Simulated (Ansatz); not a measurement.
Molecule: H3S2, net charge 1, singlet state. It need not be the lowest isomer of its formula. 
Coordinates optimised at B3LYP-D3(BJ)/def2-TZVP (Ansatz, a first-principles code):
```xyz
5

S     -0.8128    -0.1252     0.5607
S      0.8973     0.1229    -0.5928
H     -1.7033    -0.5286    -0.3799
H      1.6348    -0.5812     0.2913
H     -1.2829     1.1466     0.6035
```
Charge +1, spin multiplicity 1.

Parts of the frozen-core correlation energy in STO-3G (Ansatz, hartree). Frozen orbitals: 10; correlated occupied orbitals by spin: 7 and 7; virtual: 4 and 4. No spin-orbit coupling. No relativistic terms.

| term | value |
|---|---|
| reference (HF) | -787.86181 |
| MP2 opposite-spin | -0.05933 |
| MP2 same-spin | ___ |
| CCSD correlation | ___ |
| (T) | ___ |
| FCI minus CCSD(T) | -0.00019 |
| T1 diagnostic | 0.009 |
| largest doubles amplitude | 0.082 |

Complete the blanks.


- MP2 same-spin, value: -0.00272
- CCSD correlation, value: -0.08924
- (T), value: -0.00045
